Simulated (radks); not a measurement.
The numbers below are computed, except where a source is named.
Spherical quantum dot in the effective-mass picture: electrons in a well V = -V0 / (1 + exp((r - R)/a)) with V0 = 11.4, R = 4.48, a = 0.48, all in effective atomic units (hartree* = m*/eps^2 hartree, bohr* = eps/m* bohr), one dielectric constant everywhere. Level of theory: non-relativistic Kohn-Sham, PBE, spin-polarised, spherical densities (a radial shooting solver with Libxc functionals). Levels are named by radial order and angular momentum (1s, 1p, 1d, 2s, ...), and open shells are averaged over m. Results are scaled to m* = 0.034 and eps = 10.5, for which hartree* = 8.392 meV and bohr* = 16.34 nm.

N = 13, configuration 1s2 1p6 1d(up 5, down 0). This is the lowest configuration that the search found. Occupied and some empty levels:

level,occupation,eigenvalue (meV),<r> (nm)
1s up,1,-56.041,40.02
1s down,1,-55.484,39.15
1p up,3,-54.287,43.33
1p down,3,-53.635,42.92
1d up,5,-51.583,46.00
1d down,0,-50.874,45.82
1f up,0,-48.120,48.26
2s up,0,-47.887,33.60
2s down,0,-47.637,33.74
1f down,0,-47.379,48.21
2p up,0,-43.804,39.00
2p down,0,-43.444,38.99

Energy (meV): total -922.320, kinetic 64.213, external -1188.2, Hartree 240.81, exchange-correlation -39.132.
